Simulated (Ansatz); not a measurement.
Reaction (ligand exchange at the Al–C bond): `[BH2][AlH][CH3]` + `BO` → `B[O][AlH][BH2]` + CH₄

Program: Ansatz. Geometries: PBE0-D4/def2-TZVP. ΔE: electronic, gas phase. CCSD(T)/CBS adds triple-zeta CCSD(T) − MP2 to the extrapolated MP2 energy (def2 sets, frozen cores). This one scheme is used for every species. Functionals use def2-TZVPP. Each species was taken in one conformer, which may not be the lowest.

| species | CAM-B3LYP-D4 energy (Eh) |
| --- | --- |
| `[BH2][AlH][CH3]` | -308.93122 |
| `BO` | -101.91099 |
| `B[O][AlH][BH2]` | -370.39563 |
| CH₄ | -40.50551 |

Task: Work out ΔE.

Result: ΔE = (-370.39563) + (-40.50551) − (-308.93122) − (-101.91099) = -0.05893 Eh = -154.7 kJ/mol. CCSD(T)/CBS gives -147.9 kJ/mol.

Largest T1 diagnostic among the species: 0.014.

From BLYP to BHLYP (50 % exact exchange), in def2-TZVPP and without D4, ΔE moves by −8.6 kJ/mol. Leaving LDA and LC-ωPBE aside and taking each functional with its dispersion term where it has one, the values, not all of them listed here, spread over 24.0 kJ/mol, from BHLYP-D4 to revPBE-D4. In def2-TZVPP, CCSD(T) changes the Hartree–Fock value by +17.7 kJ/mol (the triples alone add +2.3 kJ/mol) and MP2 by +14.2 kJ/mol.
